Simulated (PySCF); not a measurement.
Structure problem from calculated spectra and properties.

Elements present: B, C, H and O. Monoisotopic mass: 148.0696 u.

- Polarisability: 126.3 au [CAM-B3LYP/def2-SVPD]
- 13C NMR: chemical shifts (computed TMS as zero) by class: 185.3 (1 C), 176.9 (1 C), 160.4 (1 C), 154.1 (1 C), 145.2 (1 C), 129.6 (1 C), 109.1 (1 C), 54.7 (1 C) ppm [GIAO PBE0/pcSseg-1]
- UV, strongest line: among the 10 lowest singlet transitions: S6 at 5.49 eV (226 nm, f = 0.280) [TDDFT CAM-B3LYP/def2-SVPD]
- 1H NMR: chemical shifts (computed TMS as zero) by class: 7.87 (1 H), 7.07 (1 H), 6.99 (2 H), 6.76 (1 H), 5.97 (1 H), 3.72 (3 H) ppm [GIAO PBE0/pcSseg-1]
- Rotational structure: rotational constants A, B, C: 1.628, 1.019, 0.659 GHz [PBE0-D3(BJ)/def2-SVP]
- UV, first state: lowest singlet excitation: 3.51 eV (353 nm, f = 0.190) [TDDFT CAM-B3LYP/def2-SVPD]
- Dipole: 5.75 D [CAM-B3LYP/def2-SVPD]
- Triplet: lowest triplet excitation (Tamm–Dancoff): 2.22 eV [TDA CAM-B3LYP/def2-SVPD]
- Couplings: largest of the computed one-bond spin–spin couplings (means over like bonds): 13C–1H +167.8, 13C–1H +164.5, 13C–1H +162.6, 13C–1H +158.8, 13C–1H +150.5 (×3), 11B–1H +139.7 (×2), 13C–11B +67.1 Hz [B3LYP/pcJ-1, spin–dipole term left out for some pairs]
- NMR, other nuclei: isotropic shieldings of nuclei other than C and H, by class: 25 (1 B), -329 (1 O), 187 (1 O) ppm [GIAO PBE0/pcSseg-1]

The electronic properties come from PySCF, for the isolated species, density fitting. Levels stand in brackets. NMR shifts are as computed; neighbouring signals can stand in another order in a measured spectrum. One conformer (not necessarily the lowest) at the PBE0-D3(BJ)/def2-SVP geometry, without solvent, vibrations or thermal averaging. NMR values are class means; diastereotopic atoms form classes of their own.

Question: Which formula fits the mass and the elements?

Answer: C8H9BO2 (calculated 148.0696). No other formula that holds each of these elements comes within 0.0003 u with a fitting electron parity and a possible valence count.

Question: Propose a structure and show how it fits.

Answer: Numbering: `[BH2:1][c:2]1[cH:3][cH:4][cH:5][cH:6][c:7]([O:8][CH3:9])[c:10]1=[O:11]`. 8 carbons fall into 8 classes; from least to most shielded: ring carbonyl carbon [C10] (185.3 ppm), unsaturated ring carbon [C7] (176.9 ppm), unsaturated ring CH carbon [C3] (160.4 ppm), unsaturated ring carbon [C2] (154.1 ppm), unsaturated ring CH carbon [C5] (145.2 ppm), unsaturated ring CH carbon [C4] (129.6 ppm), unsaturated ring CH carbon [C6] (109.1 ppm), methoxy carbon [C9] (54.7 ppm). Hydrogen classes from least to most shielded: 1 H on an unsaturated ring CH carbon, C3 (7.87 ppm), 1 H on an unsaturated ring CH carbon, C5 (7.07 ppm), 2 H on a three-coordinate boron, B1 (6.99 ppm), 1 H on an unsaturated ring CH carbon, C4 (6.76 ppm), 1 H on an unsaturated ring CH carbon, C6 (5.97 ppm), 3 H on a methoxy carbon, C9 (3.72 ppm, a mean of values up to 1.0 ppm apart in this geometry). The other shieldings belong to: 25 ppm, three-coordinate boron [B1]; -329 ppm, carbonyl oxygen [O11]; 187 ppm, oxygen bonded to 2 C [O8]. The couplings run between: +167.8 Hz, unsaturated ring CH carbon [C4] and its hydrogen; +164.5 Hz, unsaturated ring CH carbon [C3] and its hydrogen; +162.6 Hz, unsaturated ring CH carbon [C5] and its hydrogen; +158.8 Hz, unsaturated ring CH carbon [C6] and its hydrogen; +150.5 Hz, methoxy carbon [C9] and its hydrogen (with 2 like pairs); +139.7 Hz, three-coordinate boron [B1] and its hydrogen (with 1 like pair); +67.1 Hz, unsaturated ring carbon [C2] and three-coordinate boron [B1]. S1 is mainly HOMO→LUMO (weight 0.95); the largest Löwdin shares of the orbital it empties are 0.16 on an unsaturated ring CH carbon, 0.11 on the carbonyl oxygen, 0.11 on an unsaturated ring carbon and 0.11 on an unsaturated ring CH carbon, of the orbital it fills 0.16 on the three-coordinate boron, 0.16 on an unsaturated ring CH carbon, 0.14 on an unsaturated ring carbon and 0.13 on an unsaturated ring CH carbon. The optimised geometry has point group C1 and is an asymmetric top. Structure: `Bc1ccccc(OC)c1=O`. Computed isomers that give other values at the same levels: `COBc1cccc(=O)cc1` (rotational constant A: 2.768 GHz; this holds for the one conformer computed); `C=Cc1ccc(B(O)O)cc1` (rotational constant A: 3.377 GHz; this holds for the one conformer computed). The assignments are read from this structure; whether some other isomer fits the data as well wasn't checked.

Conformer computed: `[BH2:1][c:2]1[cH:3][cH:4][cH:5][cH:6][c:7]([O:8][CH3:9])[c:10]1=[O:11]`: C6–C7–O8–C9 -5°.
